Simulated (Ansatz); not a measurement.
Geometry optimisation, DFT PBE, scalar-relativistic, plane waves, PAW in Ansatz 0.2.0.

Input file:

```yaml
crystal:
  lattice:
    - [7.14, 0.0, 0.0]
    - [0.0, 7.14, 0.0]
    - [0.0, 0.0, 7.14]
  atoms:
    - { symbol: C, position: [0.4966019, -0.001525, -0.0001688] }
    - { symbol: C, position: [0.6311553, 0.1259886, 0.1241966] }
    - { symbol: C, position: [0.7478875, 0.2521311, 0.0047729] }
    - { symbol: C, position: [0.8732713, 0.3783112, 0.1265075] }
    - { symbol: C, position: [0.7407059, 0.0073356, 0.2532505] }
    - { symbol: C, position: [0.8687368, 0.1164508, 0.375273] }
    - { symbol: C, position: [-0.0025927, 0.0015852, -0.0021094] }
    - { symbol: C, position: [0.1296093, 0.1222074, 0.1263171] }
    - { symbol: C, position: [0.252343, 0.248449, 0.0033329] }
    - { symbol: C, position: [0.3751674, 0.3746577, 0.1238147] }
    - { symbol: C, position: [0.4898791, 0.4955042, 0.0072915] }
    - { symbol: C, position: [0.6231626, 0.6214446, 0.123922] }
    - { symbol: C, position: [0.7488439, 0.7583464, -0.0048254] }
    - { symbol: C, position: [0.8718219, 0.8773979, 0.1174261] }
    - { symbol: C, position: [0.2431, -0.0054745, 0.2468733] }
    - { symbol: C, position: [0.37899, 0.1302624, 0.3768825] }
    - { symbol: C, position: [0.5079374, 0.2420249, 0.2541696] }
    - { symbol: C, position: [0.6219528, 0.3768238, 0.3736816] }
    - { symbol: C, position: [0.7439077, 0.5046125, 0.2558032] }
    - { symbol: C, position: [0.8759402, 0.6214759, 0.3832969] }
    - { symbol: C, position: [0.4901902, 0.0007611, 0.4962417] }
    - { symbol: C, position: [0.6219877, 0.1289623, 0.6230531] }
    - { symbol: C, position: [0.7540761, 0.2509851, 0.5057332] }
    - { symbol: C, position: [0.8789219, 0.3785038, 0.6251046] }
    - { symbol: C, position: [0.7497531, -0.0040372, 0.7518164] }
    - { symbol: C, position: [0.8779723, 0.1221318, 0.8765665] }
    - { symbol: C, position: [-0.0032323, 0.4998198, -0.0045134] }
    - { symbol: C, position: [0.1250035, 0.6293977, 0.1261208] }
    - { symbol: C, position: [0.2427538, 0.7526884, -0.0014262] }
    - { symbol: C, position: [0.3802391, 0.8778489, 0.1277827] }
    - { symbol: C, position: [-0.0012999, 0.2505691, 0.2468263] }
    - { symbol: C, position: [0.1253065, 0.3781684, 0.3687867] }
    - { symbol: C, position: [0.2485806, 0.5029878, 0.2456989] }
    - { symbol: C, position: [0.3743133, 0.6269529, 0.3762958] }
    - { symbol: C, position: [0.5024447, 0.7531254, 0.2549236] }
    - { symbol: C, position: [0.6236928, 0.8769945, 0.3766445] }
    - { symbol: C, position: [-0.0049011, -0.0017137, 0.5029722] }
    - { symbol: C, position: [0.1264332, 0.1278315, 0.6249181] }
    - { symbol: C, position: [0.2498338, 0.2538896, 0.4919568] }
    - { symbol: C, position: [0.3681082, 0.3751425, 0.6260478] }
    - { symbol: C, position: [0.5026928, 0.5027185, 0.500752] }
    - { symbol: C, position: [0.6201791, 0.6270896, 0.6258004] }
    - { symbol: C, position: [0.7458531, 0.7430107, 0.498088] }
    - { symbol: C, position: [0.8776904, 0.8749917, 0.6296409] }
    - { symbol: "N", position: [0.373386, 0.1219783, 0.8724566] }
    - { symbol: C, position: [0.5000888, 0.251034, 0.7536069] }
    - { symbol: C, position: [0.6244208, 0.3700631, 0.8716088] }
    - { symbol: C, position: [0.750922, 0.4993413, 0.7505836] }
    - { symbol: C, position: [0.8725106, 0.623155, 0.8728887] }
    - { symbol: C, position: [-0.0026011, 0.7505559, 0.2566869] }
    - { symbol: C, position: [0.124907, 0.87549, 0.3671572] }
    - { symbol: C, position: [0.0019973, 0.4988765, 0.5052977] }
    - { symbol: C, position: [0.1270424, 0.6307432, 0.621016] }
    - { symbol: C, position: [0.2528293, 0.753651, 0.4984777] }
    - { symbol: C, position: [0.3798487, 0.8694765, 0.6260647] }
    - { symbol: C, position: [-0.001764, 0.2534043, 0.7420752] }
    - { symbol: C, position: [0.1285877, 0.381885, 0.8708808] }
    - { symbol: C, position: [0.2538833, 0.4965557, 0.7537616] }
    - { symbol: C, position: [0.3797839, 0.6203696, 0.8819391] }
    - { symbol: C, position: [0.4997713, 0.7504009, 0.7533883] }
    - { symbol: C, position: [0.6290818, 0.8754582, 0.8779101] }
    - { symbol: C, position: [0.0029687, 0.7458137, 0.7514529] }
    - { symbol: C, position: [0.126199, 0.875434, 0.8781634] }
total_charge: -1
basis:
  ecutwfc: 420.0
kpoints:
  mp_grid: { grid: [2, 2, 2] }
hamiltonian:
  xc: pbe
  pseudopotentials: { kind: paw, azcp: { folder: soft_1 } }
scf:
  occupations: { method: fermi_dirac, width: 0.02 }
  lower_state_search: "off"
relax:
  f_tol: 0.03
  max_steps: 60
  adjacent_minimum: "off"
output:
  write_density: true
  write_potential: true
  elf: true
  volumetric_format: npy
```

Run as:

```bash
$ ansatz run input.yaml --threads 4 --pin off --max-ram 10240MiB --backend cpu --events-out ev --progress --plain --runs-dir out
```

**Question.** Where does it end, and by what steps?

**Answer.** The forces met the threshold. Limits of this set-up: coarse k mesh, charged cell in a uniform background, uncorrected. After 4 steps the energy has fallen by 3.903 eV; N45 moved furthest, 0.16 Å.

```json
{"step": "0", "energy less start (eV)": "0.0000", "largest force component (eV/Å)": "3.690", "accepted": "yes"}
{"step": "1", "energy less start (eV)": "-3.0605", "largest force component (eV/Å)": "1.722", "accepted": "yes"}
{"step": "2", "energy less start (eV)": "-3.8471", "largest force component (eV/Å)": "0.948", "accepted": "yes"}
{"step": "3", "energy less start (eV)": "-3.9025", "largest force component (eV/Å)": "0.093", "accepted": "yes"}
{"step": "4", "energy less start (eV)": "-3.9032", "largest force component (eV/Å)": "0.018", "accepted": "yes"}
```

```xyz
63
Lattice="7.1400 0.0000 0.0000 0.0000 7.1400 0.0000 0.0000 0.0000 7.1400" Properties=species:S:1:pos:R:3
C 3.564 0.045 0.000
C 4.469 0.897 0.905
C 5.361 1.787 0.002
C 6.250 2.678 0.893
C 5.351 0.003 1.786
C 6.236 0.888 2.672
C 0.016 -0.008 -0.021
C 0.906 0.886 0.879
C 1.824 1.785 0.000
C 2.676 2.689 0.905
C 3.567 3.582 0.003
C 4.457 4.471 0.893
C 5.345 5.365 -0.001
C 6.239 6.253 0.896
C 1.781 0.002 1.787
C 2.670 0.890 2.689
C 3.566 1.787 1.797
C 4.457 2.678 2.686
C 5.352 3.573 1.788
C 6.244 4.465 2.680
C 3.543 -0.008 3.592
C 4.443 0.886 4.481
C 5.345 1.784 3.580
C 6.239 2.682 4.468
C 5.351 0.002 5.357
C 6.253 0.891 6.245
C 0.004 3.566 -0.001
C 0.892 4.460 0.896
C 1.772 5.376 -0.021
C 2.665 6.266 0.879
C 0.004 1.784 1.781
C 0.892 2.681 2.675
C 1.782 3.571 1.786
C 2.667 4.457 2.672
C 3.563 5.365 1.781
C 4.460 6.253 2.675
C 0.001 0.008 3.577
C 0.825 0.935 4.401
C 1.771 1.764 3.591
C 2.665 2.664 4.481
C 3.563 3.566 3.580
C 4.461 4.460 4.468
C 5.350 5.359 3.574
C 6.245 6.250 4.465
N 2.751 0.972 6.327
C 3.564 1.785 5.400
C 4.469 2.690 6.252
C 5.351 3.572 5.358
C 6.236 4.457 6.243
C -0.002 5.359 1.786
C 0.889 6.250 2.681
C -0.002 3.571 3.574
C 0.889 4.466 4.465
C 1.787 5.362 3.577
C 2.713 6.185 4.402
C 0.015 1.764 5.347
C 0.905 2.664 6.241
C 1.781 3.572 5.357
C 2.670 4.474 6.246
C 3.544 5.376 5.348
C 4.443 6.266 6.241
C 0.001 5.362 5.363
C 0.826 6.186 6.289
```

Time of the run: 46 s on 4 threads of Arm Neoverse V2, with other jobs on the host, peak memory 1.8 GiB.
